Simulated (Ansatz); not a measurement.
A nudged elastic band was laid between two geometries of BrClGaH$_{5}$N$_{2}$ (10 atoms, charge 0, multiplicity 1).

All numbers below come from Ansatz 0.2.0, RKS PBE/def2-SVP.

```yaml
movable_images: 7
climbing_image: yes
spring: 5.0 eV/Å²
optimiser: quadratic models (default)
start_path: through a guess of the saddle point
force_threshold: 0.05 eV/Å
iteration_limit: 60
end_points: relaxed
```

Initial state:

```xyz
10
Properties=species:S:1:pos:R:3
Ga -0.026 0.750 0.037
N -0.137 0.051 2.023
H -0.947 -0.576 2.126
H 0.723 -0.474 2.240
N 1.630 0.069 -0.495
H 2.285 0.810 -0.777
H 1.544 -0.565 -1.301
Cl -1.831 -0.270 -0.712
Br -0.202 3.054 0.468
H -0.233 0.831 2.688
```

Final state:

```xyz
10
Properties=species:S:1:pos:R:3
Ga -0.028 0.748 0.035
N -0.137 0.048 2.021
H -0.939 -0.588 2.128
H 0.729 -0.463 2.242
N 1.627 0.063 -0.493
H 1.543 -0.558 -1.308
H 2.283 0.807 -0.764
Cl -1.836 -0.264 -0.716
Br -0.193 3.053 0.473
H -0.243 0.832 2.680
```

Which bonds break or form, and what moves?

No bond is made or broken.  The two ends are copies of one structure, up to a mirror image or an exchange of like atoms.

Give the energies along the band, and the barrier.

It converged. The highest image is number 4 of 0 to 8, 4.9 kcal/mol above the ends, which have the same energy within 2 meV. A vibrational analysis at the climbing image gives one clearly imaginary mode, 208i cm⁻¹: a first-order saddle point.

```
image  path coordinate (Å)  energy (kcal/mol)
    0                 0.00                0.0
    1                 0.44                0.3
    2                 0.88                1.3
    3                 1.32                4.4
    4                 1.77                4.9
    5                 2.36                4.0
    6                 2.96                2.1
    7                 3.55                0.6
    8                 4.15                0.0
```

What is the geometry of the highest image?


```xyz
10
Properties=species:S:1:pos:R:3
Ga 0.025 0.875 0.042
N -0.084 -0.014 1.970
H -0.909 -0.631 1.935
H 0.724 -0.562 2.296
N 1.658 0.437 -0.740
H 2.236 -0.215 -0.196
H 1.547 0.025 -1.675
Cl -1.819 -0.058 -0.750
Br -0.301 3.085 0.763
H -0.270 0.737 2.652
```

What are the harmonic wavenumbers there?

208i, 100, 108, 115, 132, 158, 161, 266, 347, 370, 458, 585, 610, 655, 792, 1138, 1488, 1548, 1573, 3359, 3439, 3486, 3508, 3532 cm⁻¹.

The band took 17 iterations and roughly 22 core-minutes.

Time of the run: 6.4 min on 4 threads of Intel(R) Xeon(R) Processor @ 2.50GHz (Skylake/Cascade Lake), with other jobs on the host, peak memory 0.24 GiB.
